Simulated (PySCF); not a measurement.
A geometry optimisation on WO2Cl2, `[O]=[W](=[O])([Cl])[Cl]`.

Method: PBE0-D3(BJ)/def2-SVP geometry optimisation, gas phase, def2 core potentials past Kr (PySCF 2.14.0). Start geometry: GFN2-xTB. A driver script takes a list of jobs; this job's settings line and coordinates (Å) are shown.

Input:
```
{"job": {"xc": "PBE0", "basis": "def2-SVP", "d3": "d3bj", "grid": 1, "maxiter": 30, "shake": 0.03, "kind": "geom"}, "charge": 0, "multiplicity": 1}
W      0.186680    -0.077740     0.100910
O      0.045730    -0.029260     1.756330
O      1.615780     0.001290    -0.573170
Cl    -0.835160     1.757320    -0.648230
Cl    -0.938190    -1.762100    -0.697960
```

Q: What does the run print?

A: 
```
step   0  E = -1137.24120618  max force = 0.187927
step   1  E = -1137.27545331  max force = 0.025127
step   2  E = -1137.27835406  max force = 0.009223
step   3  E = -1137.27856236  max force = 0.001202
step   4  E = -1137.27861959  max force = 0.002663
step   5  E = -1137.27862766  max force = 0.001277
step   6  E = -1137.27862006  max force = 0.001122
step   7  E = -1137.27861778  max force = 0.003597
step   8  E = -1137.27863551  max force = 0.001893
step   9  E = -1137.27865065  max force = 0.000717
step  10  E = -1137.27866591  max force = 0.000608
step  11  E = -1137.27867629  max force = 0.000535
step  12  E = -1137.27867681  max force = 0.000451
step  13  E = -1137.27867679  max force = 0.000463
optimisation converged
```

Energies in Eh; «max force» is the largest Cartesian gradient component in Eh/bohr.

Q: How much energy does the optimisation release, in kcal/mol?

A: E(step 0) − E(last step) = 0.037471 Eh, which is 23.5 kcal/mol.

Q: Give the first gradient maximum in eV/Å.

A: With 1 Eh/bohr = 51.422 eV/Å, 9.664 eV/Å.

Main results: final energy -1137.27868 Eh after 13 steps; dipole 1.80 D.

Q: Where do the atoms end?

A: 0.135 Å rms from the input after alignment:
```
atom  x, y, z in Å
W1     0.0778   -0.0267    0.0404
O2     0.0250   -0.1195    1.7286
O3     1.7152   -0.0704   -0.3801
Cl4   -0.7995    1.9591   -0.6185
Cl5   -0.9437   -1.8530   -0.8325
```

Q: Estimate the wall time. Hardware: one thread, Arm Neoverse V2 (aarch64) (shared host). And the peak memory of the process?

A: About 61 s, with 0.38 GiB resident at the peak, the Python interpreter and its libraries included.
Labels such as C1 count atoms from 1, the log's own numbers from 0.
